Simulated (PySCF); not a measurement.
Compound: C8H7N.
Bonds: C1–C2 (aromatic), C2–C3 (aromatic), C3–N4 (aromatic), N4–C5 (aromatic), C5–C6 (aromatic), C6–C7 (aromatic), C7–C8 (aromatic), C8–C9 (aromatic), C1–C9 (aromatic), N4–C8 (aromatic). Hydrogens: H10 on C1; H11 on C2; H12 on C3; H13 on C5; H14 on C6; H15 on C7; H16 on C9.

Linear response at CAM-B3LYP/def2-SVPD (PySCF, frozen core in the response, non-relativistic). Geometry: PBE0-D3(BJ)/def2-SVP; no solvent, vibrations or thermal averaging.

Static isotropic polarisability: 100.88 au (14.95 Å³), principal values 56.1, 103.8, 142.7 au.

(1) What is the polarisability at 1064 nm and at the sodium D line?

(2) What is the isotropic C6 coefficient between two such molecules, C6 = (3/π)∫α(iω)² dω?

(3) Which effective excitation energy ω̄ makes London's formula C6 = (3/4)α²ω̄ exact here?

(4) How anisotropic is the static polarisability, by Δα² = ½[(α1 − α2)² + (α2 − α3)² + (α3 − α1)²]?

(5) What n − 1 at the D line would an ideal gas of it have at 273.15 K and 1 atm (2.6868 × 10¹⁹ cm⁻³), by n − 1 = 2π·N·α′?

(6) What three-body coefficient follows from the one-pole estimate C9 = (3/4)·α·C6?

(7) How many electrons N does the Slater–Kirkwood formula C6 = (3/4)·√N·α^(3/2) need to give this C6?

(8) What molar refraction at the D line follows from R = (4π/3)·N_A·α′, with α′ the polarisability volume?

(9) The lowest 6 singlets have (eV, f): 3.93, 0.050; 4.84, 0.031; 5.41, 0.000; 5.91, 0.691; 6.02, 0.000; 6.18, 0.000. What share of the static polarisability do they carry in the sum over states α = Σ f/ω²?

Results:

(1) 102.54 au at 1064 nm (+1.6 %), 106.85 au at 589.3 nm (+5.9 %). The rise at 589.3 nm is 3.59 times that at 1064 nm; a pure ω² law gives 3.26. The lowest singlet lies at 316 nm, shorter than both wavelengths.

(2) 3553 au (Eh·bohr⁶) by a ten-point quadrature over imaginary frequencies, which is 2120 eV·Å⁶ or 205 J·nm⁶/mol.

(3) ω̄ = 4·C6/(3α²) = 0.466 Eh = 12.7 eV. A one-pole form α(ω) = α/(1 − ω²/ω̄²) fitted to the 1064 nm value gives 9.1 eV. London's choice of the ionisation energy (7.27 eV, ΔSCF at the same level) gives C6 = 2040 au, 43 % too low.

(4) Δα = 75.2 au, or 0.75 of the isotropic value.

(5) 26.73 × 10⁻⁴, a formal value whether or not that pressure can be reached.

(6) 269000 au. This is an estimate from the two numbers above, not a computed integral.

(7) N = (4·C6/3)²/α³ = 21.9; the species has 62 electrons in all.

(8) α′ = 15.83 Å³ gives R = 39.94 cm³/mol, for isolated, non-vibrating species.

(9) 18.05 au, 17.9 % of α; the largest term, 14.65 au, is that of the state at 5.91 eV. Their oscillator strengths add up to 0.77. Higher states carry the rest.
